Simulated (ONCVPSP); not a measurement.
**chromium ONCV: all-electron and pseudo phase curves**

* Element: Cr (Z = 24)
* Generator: ONCVPSP 4.0.1
* Type: optimised norm-conserving Vanderbilt (ONCV)
* Functional: PBE
* Relativity: non-relativistic
* Frozen core: [Ne]
* Valence charge: 14
* Reference configuration: 3s2 3p6 3d5 4s1
* Partial waves: 3s+4s: rc 1.60 bohr, ncon 3, nbas 7, qcut 9.4 1/bohr, 3 projectors, debl 2.2 Ha; 3p: rc 1.45 bohr, ncon 5, nbas 8, qcut 11.4 1/bohr, 2 projectors, debl 1.9 Ha; 3d: rc 1.75 bohr, ncon 3, nbas 8, qcut 7.9 1/bohr, 2 projectors, debl 1.1 Ha
* Local potential: polynomial inside 1.30 bohr (lpopt 3, dvloc0 0 Ha)
* Core correction: Teter function, fcfact 1.75, rcfact 1.1

The phase is arctan(r·R′/R) of the radial function R(r), unwrapped; energies in Ha, scanned from -4 to 5 Ha. A pole is an energy at which the radial function vanishes at the test radius. The pseudo phase is shifted by a multiple of π to meet the all-electron one at the reference energy, and phase errors are pseudo minus all-electron; the curves can meet again beyond the range given. Levels narrower than the energy grid can be missing from the lists of poles.

**Question.** For each channel, where are the poles, and over which energies does the pseudopotential scatter like the atom?

**Answer.**

```
channel  radius (bohr)  reference energy (Ha)  poles, all-electron  poles, pseudo  unbroken range about the reference energy with phases within 0.05 rad  phase error 1 Ha above the reference energy (rad)
      s           1.62                  -0.14                -2.35          -2.35                                                        the whole range                                             +0.000
      p           1.47                  -1.66                -0.92          -0.92                                                        the whole range                                             -0.000
      d           1.78                  -0.11                 0.37           0.37                                                        the whole range                                             -0.000
```

Phases in the p channel:

| E (Ha) | all-electron | pseudo |
| --- | --- | --- |
| -3.98 | 1.118 | 1.118 |
| -3.50 | 1.013 | 1.013 |
| -3.02 | 0.803 | 0.803 |
| -2.54 | 0.250 | 0.250 |
| -2.06 | -0.784 | -0.784 |
| -1.58 | -1.309 | -1.309 |
| -1.10 | -1.521 | -1.521 |
| -0.62 | -1.640 | -1.640 |
| -0.14 | -1.730 | -1.730 |
| 0.34 | -1.813 | -1.813 |
| 0.82 | -1.907 | -1.908 |
| 1.30 | -2.032 | -2.032 |
| 1.78 | -2.224 | -2.224 |
| 2.26 | -2.559 | -2.560 |
| 2.74 | -3.119 | -3.120 |
| 3.22 | -3.704 | -3.706 |
| 3.70 | -4.067 | -4.068 |
| 4.18 | -4.267 | -4.268 |
| 4.66 | -4.387 | -4.388 |
